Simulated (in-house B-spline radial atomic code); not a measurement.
Configurations of Cd⁵⁺, with energies counted from [Kr] 4d7. Level of theory: Dirac-Hartree-Fock, average of configuration, Fermi nucleus of rms radius 4.6087 fm; calculated with a B-spline radial code for spherical atoms. Energies include first-order Breit, QED and recoil terms.

Occupations are held fixed; configurations that lie above the ionisation limit could autoionise.

```tsv
configuration	E - E(ref) (eV)	highest orbital	its <r> (bohr)
[Kr] 4d6 5f1	65.323	5f7/2	4.182
[Kr] 4d6 5g1	68.553	5g7/2	4.547
[Kr] 4d6 7f1	76.931	7f7/2	9.781
[Ar] 3d10 4s2 4p5 4d7 8s1	139.26	8s1/2	8.602
[Ar] 3d10 4s2 4p5 4d7 7g1	143.52	7g7/2	10.5
[Ar] 3d10 4s2 4p5 4d7 8g1	145.87	8g7/2	14.23
```

Problem. Order these further configurations by energy, lowest first.
A. [Kr] 4d6 5p1
B. [Ar] 3d10 4s2 4p5 4d7 6g1
C. [Kr] 4d6 6g1
D. [Kr] 4d6 7p1
E. [Kr] 4d6 8s1

Solution. A (35.776 eV), D (69.517 eV), E (73.923 eV), C (74.541 eV), B (139.9 eV).

Problem. How far above the reference does [Kr] 4d6 8p1 lie?

Solution. 75.163 eV; its least bound orbital is 8p3/2 with <r> = 9.306 bohr.
